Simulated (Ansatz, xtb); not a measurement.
## Two isomers of BrFGaH3Si

Structure a: `[F][Ga]([SiH3])[Br]`, a singlet. Structure b: `F[SiH2][GaH][Br]`, a singlet. Both are isolated molecules in the gas phase, relaxed with PBE0-D3(BJ)/def2-SVP; the shapes shown needn't be the lowest conformers.

a (Å):

```xyz
7

Br   -1.5742    0.3792   -1.7653
F     1.5684    0.9839   -0.7243
Ga    0.0833    0.2089   -0.2023
Si   -0.0531   -0.8702    1.9290
H     0.2637    0.1282    2.9925
H     0.9471   -1.9777    1.9673
H    -1.4280   -1.4124    2.1247
```

b (Å):

```yaml
atoms:
  - { symbol: Br, position_ang: [-2.1720, 0.2071, -0.2802] }
  - { symbol: F, position_ang: [1.9198, -2.9585, -1.3991] }
  - { symbol: Ga, position_ang: [-1.1072, -1.8198, -0.5844] }
  - { symbol: Si, position_ang: [1.1976, -1.5074, -1.1939] }
  - { symbol: H, position_ang: [1.9311, -0.7681, -0.1244] }
  - { symbol: H, position_ang: [1.3064, -0.7471, -2.4741] }
  - { symbol: H, position_ang: [-2.0139, -3.0726, -0.3565] }
```

Estimate which is lower in electronic energy at CCSD(T)/def2-SVP + ΔMP2/def2-TZVPP, and by roughly how much.

Not settled: CCSD(T)/def2-SVP + ΔMP2/def2-TZVPP gives E(b) − E(a) = −0.152 eV, but this leans on the basis-set step: CCSD(T) alone gives +0.102 eV.

The same difference at several levels:

```
                             level              geometry  E(b) − E(a) (eV)  departure from the last row (eV)  job, with rough time for the two
                          GFN2-xTB              GFN2-xTB              +0.798                            +0.949              optimisation, 0.23 s
                         HF/STO-3G              GFN2-xTB              +0.243                            +0.394                 single point, 3 s
                r2SCAN-D4/def2-SVP              GFN2-xTB              +0.136                            +0.288               single point, 5.6 s
              PBE0-D3(BJ)/def2-SVP  PBE0-D3(BJ)/def2-SVP              +0.025                            +0.176                optimisation, 87 s
                       HF/def2-SVP  PBE0-D3(BJ)/def2-SVP              −0.033                            +0.118           part of the CCSD(T) run
                      MP2/def2-SVP  PBE0-D3(BJ)/def2-SVP              +0.099                            +0.250           part of the CCSD(T) run
                  CCSD(T)/def2-SVP  PBE0-D3(BJ)/def2-SVP              +0.102                            +0.254                      single point
CCSD(T)/def2-SVP + ΔMP2/def2-TZVPP  PBE0-D3(BJ)/def2-SVP              −0.152                                                  single point, 39 s
```

As drawn, b has 1 F–Si, 1 Ga–H in place of 1 F–Ga, 1 Si–H.

GFN2-xTB, HF/STO-3G, r2SCAN-D4/def2-SVP, PBE0-D3(BJ)/def2-SVP, MP2/def2-SVP, CCSD(T)/def2-SVP put the two in the other order. The largest departure from CCSD(T)/def2-SVP + ΔMP2/def2-TZVPP is that of GFN2-xTB, 0.949 eV. A small imaginary or near-zero mode remains, so no thermal terms are given. The last row adds to CCSD(T) the change of the MP2 difference between the two basis sets, here −0.254 eV, a large step that makes the value less sure.

The correlated steps freeze 24 core orbitals; the filled d shell of Br and Ga is correlated, in a basis made for valence electrons. Run with Ansatz 0.2.0, xtb 6.7.1; the last row on 2 threads of AMD EPYC 7R43 64-Core Processor (Zen 3) on a shared host.
